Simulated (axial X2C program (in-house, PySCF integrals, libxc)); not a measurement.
What spin–orbit coupling does to CuH⁻

Calculated with an axial X2C code built on PySCF integrals. Spin-free means the one-electron spin-free X2C Hamiltonian; two-component (2c) means X2C with spin–orbit coupling and atomic mean-field two-electron Coulomb and Gaunt terms, so the difference of the two also holds small scalar two-electron terms. Basis: Cu dyall-acv3z [10s10p7d4f2g], H dyall-av3z [7s3p2d] (cores contracted in-house); Gaussian nuclei, density fitting, unrestricted open shells. Masses: Cu 62.930 u, H 1.008 u.

Spin-free state: M_S = 1/2, Λ = 0 (beyond evenly filled blocks: σα); fragments Cu- + H.

| level | Re (Å) | ωe (cm⁻¹) | De (eV) | μ (D) |
| --- | --- | --- | --- | --- |
| PBE0 | 1.523 | 1647.0 | 2.083 | 3.55 |
| HF | 1.606 | 1413.0 | 1.594 | 4.25 |
| MP2 | 1.484 | 1785.4 | 2.110 | n/a |
| CCSD | 1.540 | 1561.5 | 1.958 | n/a |
| CCSD(T) | 1.530 | 1608.9 | n/a | n/a |
| r2SCAN | 1.507 | 1705.0 | 2.298 | 2.89 |

Correlated methods: 13 electrons correlated (number of frozen shells: Cu 3 s, 2 p; H none), 229 virtual spin orbitals or spinors in MP2, 89 natural virtuals in coupled cluster.

Dipoles are positive if H is the positive end and refer to the centre of mass.

Two-component determinant lowest at the distance of the search:

Ω = 1/2 (⟨Sz⟩ = 0.50, ⟨Lz⟩ = 0.00 at HF); fragments Cu- + H.

| level | Re (Å) | ωe (cm⁻¹) | De (eV) | μ (D) |
| --- | --- | --- | --- | --- |
| PBE0 | 1.523 | 1646.2 | 2.083 | 3.55 |
| HF | 1.606 | 1411.9 | 1.593 | 4.26 |
| MP2 | 1.484 | 1784.0 | 2.108 | n/a |
| CCSD | 1.540 | 1558.5 | 1.955 | n/a |
| CCSD(T) | 1.530 | 1606.3 | n/a | n/a |
| r2SCAN | 1.507 | 1704.0 | 2.297 | 2.90 |

Problem. From the two tables, how do the constants change at the CCSD(T) level (2c against spin-free)?

Solution. At the CCSD(T) level Re is unchanged within 0.001 Å and ωe decreases by 2.6 cm⁻¹.

The state is one determinant whose occupation by symmetry is held fixed; it was picked as the lowest of a PBE0 search that is not exhaustive. De is counted from the lowest determinant-based energies of the atoms at the same level, without counterpoise correction. De is not given where an atomic determinant may have missed its ground term or J level, or where the truncated virtual space spoils (T). Density functionals use the spin component along the axis (collinear). Coupled cluster ran in a truncated set of natural virtual spinors; the MP2 energy of the rest was added. (T) has no such correction and the atoms are truncated less, which lowers De at CCSD(T) by a hundredth of an eV or more. The highest occupied level of some functionals is positive through self-interaction error; at Hartree–Fock it is bound. The T1 diagnostic is large, a sign of multireference character. Hartree–Fock gets electron affinities wrong, so its lowest charge split need not be the true one.
